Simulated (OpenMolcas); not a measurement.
## Multiplet structure of Cl III

```yaml
Program: OpenMolcas 26.06
Method: CASSCF
Basis: ANO-RCC-VTZP [5s4p2d1f]
Scalar_Hamiltonian: DKH2, point nucleus
Active_space: 5 electrons in 4 orbitals (3s 3p)
State_averaging: 2S+1 = 4 odd, 1 root; 2S+1 = 2 odd, 8 roots kept (CI in the orbitals of an earlier block); 2S+1 = 4 even, 3 roots; 2S+1 = 2 even, 9 roots kept (CI in the orbitals of an earlier block)
Spin-orbit_coupling: RASSI with atomic mean-field integrals over the reference wave functions, term energies averaged over their components
```

Spin-free terms above the lowest, with the occupations of the reference:

```csv
Configuration,Term,E (cm⁻¹),Occupations
3s² 3p³,⁴S°,0.0,3s 2.00 3p 3.00
3s² 3p³,²D°,22766,3s 2.00 3p 3.00
3s² 3p³,²P°,31534,3s 1.95 3p 3.05
3s 3p⁴,⁴P,106568,3s 1.00 3p 4.00
3s 3p⁴,²D,150764,3s 1.00 3p 4.00
3s 3p⁴,²S,173500,3s 1.00 3p 4.00
3s 3p⁴,²P,193685,3s 1.00 3p 4.00
```

With spin-orbit coupling, above the lowest level:

```json
{"Configuration": "3s² 3p³", "Term": "⁴S°", "J": "3/2", "E (cm⁻¹)": "0.0", "Measured (cm⁻¹)": "0.0", "g": "2.002", "Term weight %": "100"}
{"Configuration": "3s² 3p³", "Term": "²D°", "J": "3/2", "E (cm⁻¹)": "22708", "Measured (cm⁻¹)": "18053", "g": "0.804", "Term weight %": "99"}
{"Configuration": "3s² 3p³", "Term": "²D°", "J": "5/2", "E (cm⁻¹)": "22783", "Measured (cm⁻¹)": "18120", "g": "1.200", "Term weight %": "100"}
{"Configuration": "3s² 3p³", "Term": "²P°", "J": "1/2", "E (cm⁻¹)": "31569", "Measured (cm⁻¹)": "29812", "g": "0.666", "Term weight %": "100"}
{"Configuration": "3s² 3p³", "Term": "²P°", "J": "3/2", "E (cm⁻¹)": "31634", "Measured (cm⁻¹)": "29907", "g": "1.330", "Term weight %": "99"}
{"Configuration": "3s 3p⁴", "Term": "⁴P", "J": "5/2", "E (cm⁻¹)": "106211", "Measured (cm⁻¹)": "98520", "g": "1.601", "Term weight %": "100"}
{"Configuration": "3s 3p⁴", "Term": "⁴P", "J": "3/2", "E (cm⁻¹)": "106828", "Measured (cm⁻¹)": "99130", "g": "1.735", "Term weight %": "100"}
{"Configuration": "3s 3p⁴", "Term": "⁴P", "J": "1/2", "E (cm⁻¹)": "107186", "Measured (cm⁻¹)": "99475", "g": "2.670", "Term weight %": "100"}
{"Configuration": "3s 3p⁴", "Term": "²D", "J": "3/2", "E (cm⁻¹)": "150776", "Measured (cm⁻¹)": "", "g": "0.800", "Term weight %": "100"}
{"Configuration": "3s 3p⁴", "Term": "²D", "J": "5/2", "E (cm⁻¹)": "150787", "Measured (cm⁻¹)": "", "g": "1.201", "Term weight %": "100"}
{"Configuration": "3s 3p⁴", "Term": "²S", "J": "1/2", "E (cm⁻¹)": "173510", "Measured (cm⁻¹)": "", "g": "2.001", "Term weight %": "100"}
{"Configuration": "3s 3p⁴", "Term": "²P", "J": "3/2", "E (cm⁻¹)": "193463", "Measured (cm⁻¹)": "", "g": "1.334", "Term weight %": "100"}
{"Configuration": "3s 3p⁴", "Term": "²P", "J": "1/2", "E (cm⁻¹)": "194210", "Measured (cm⁻¹)": "", "g": "0.667", "Term weight %": "100"}
```

Against the 7 measured excited levels shown (Moore, Atomic Energy Levels, vol. I, NSRDS-NBS 35 (1971 reprint of NBS Circular 467, 1949)) the mean absolute deviation is 5100 cm-1; the largest miss in energy is 3s 3p⁴ ⁴P_1/2: computed 107186, measured 99475 cm⁻¹ (+7.8 %), and the largest in proportion 3s² 3p³ ²D°_3/2 (+25.8 %).

Spin-orbit coupling puts the lowest level 16.9 cm⁻¹ below the lowest spin-free term.

Terms from blocks run as CI alone lack orbitals of their own. Terms of s pⁿ other than that of highest spin mix with s² pⁿ⁻² d, which this space lacks; all of them can be thousands of cm-1 off, and some have no real level of that name. Computed and measured levels are paired by configuration, term and J; levels that our copy of the source lacks, or whose pairing is in doubt (as where it misses far off the trend of its configuration), stay unpaired and out of the deviations. Only configurations of the active space appear. The first state left out of the spin-orbit step lies near 300000 cm-1 above the lowest spin-free state of the reference (among the parities and spins computed), and the list stops at four fifths of that energy or lower.

The term weight is that of the spin-free term in the level, not the purity of its configuration. ° marks odd parity.
